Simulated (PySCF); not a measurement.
Numbering as in the mapped SMILES `[O:1]=[C:2]=[C:3]([CH2:4][Cl:5])[CH2:6][CH2:7][SiH3:8]`. Hydrogens are named by the atom that carries them.

[PySCF 2.14: coordinates at the GFN2-xTB level; PBE0/pcSseg-1 with gauge-including orbitals; non-relativistic Hamiltonian; a single conformation; averaged over atoms made equivalent by symmetry, fast rotation or ring inversion; in vacuum]

δ = σ(ref) − σ, references computed at the same level: 13C (186.93 ppm) against TMS.

Do the 13C shifts follow the atomic charges (in e)? Tabulate both.

Results:


| atoms | hybridisation | δ (ppm) | σ para (ppm) | Hirshfeld | IAO | Mulliken | ESP-fitted |
| --- | --- | --- | --- | --- | --- | --- | --- |
| C2 | sp | 205.4 | -279 | +0.20 | +0.44 | +0.47 | +0.74 |
| C4 | sp3 | 51.8 | -104 | -0.03 | -0.22 | -0.10 | -0.43 |
| C3 | sp2 | 38.7 | -114 | -0.07 | -0.21 | -0.47 | -0.55 |
| C6 | sp3 | 27.0 | -86 | -0.06 | -0.23 | -0.12 | +0.07 |
| C7 | sp3 | 12.8 | -78 | -0.16 | -0.53 | -0.52 | -0.06 |

Correlation coefficients of δ with charge over these carbons: Hirshfeld +0.98, IAO +0.97, Mulliken +0.91, ESP-fitted +0.78; with the paramagnetic shielding -0.99. With so few points, grouped by hybridisation, these coefficients are fragile. Charge is one influence among several: hybridisation and low-lying excitations act through the paramagnetic term.

Carbons that carry Cl, above all several Cl atoms, come out too deshielded, partly because spin–orbit coupling is missing. Shifts are as computed. Against solution values, carbons near 30 ppm lie about +3 ppm off and those near 130 ppm about +5 ppm; carbons on Cl a further +6 ppm. Of 1211 compounds with measured shifts, 218 miss one by over three times the rms of a fit or turn the order of signals round; such compounds aren't used in these exercises.
